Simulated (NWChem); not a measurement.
# sulfuric acid (H$_{2}$SO$_{4}$); SMILES O=S(=O)(O)O

```xyz
7

O      0.8219     0.9514     0.8070
S     -0.1913    -0.0002    -0.0011
O     -0.8532     0.7882    -1.0038
O     -0.8621    -0.7892     0.9952
O      0.8306    -0.9507    -0.7993
H      1.0828     1.6826     0.2249
H      1.0866    -1.6817    -0.2147
```
Atoms are numbered in this order, from 1.

Level: PBE0/def2-SVP (NWChem), optimised geometry, unscaled harmonic frequencies. 

Q: List the harmonic frequencies with IR intensities, and the thermochemistry.

A: 
```
frequency (cm⁻¹)  IR intensity (km/mol)
----------------  ---------------------
249                               100.6
323                                61.6
364                                 3.5
430                                21.1
481                                56.3
531                                62.5
539                                36.0
837                               112.4
896                               362.9
1127                               69.8
1147                               92.1
1231                              199.6
1483                              284.6
3815                              251.2
3820                               54.5
```

| Item | Value |
|---|---|
| zero-point energy | 24.7 kcal/mol |
| thermal correction to the enthalpy at 298.15 K (with zero-point energy) | 28.5 kcal/mol |
| heat capacity Cv | 17.8 cal/(mol K) |
| entropy at 298.15 K and 1 atm (symmetry number 2) | 71.0 cal/(mol K) |
| dipole moment | 3.04 D |

Rigid rotor and harmonic oscillator.
